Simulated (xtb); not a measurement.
CH4MgS, SMILES C[S][MgH]. All values are semi-empirical tight-binding results from xtb (GFN2-xTB unless named), good for trends rather than for accurate numbers. The structure is a stationary point at GFN2-xTB.

For metal compounds this method's bond lengths and energies can be far off.

The point group as xtb finds it is Cs, the orbital gap is 2.31 eV and the zero-point energy is 25.9 kcal/mol. The G − E(el) at 298.15 K (modified RRHO) is 7.7 kcal/mol.
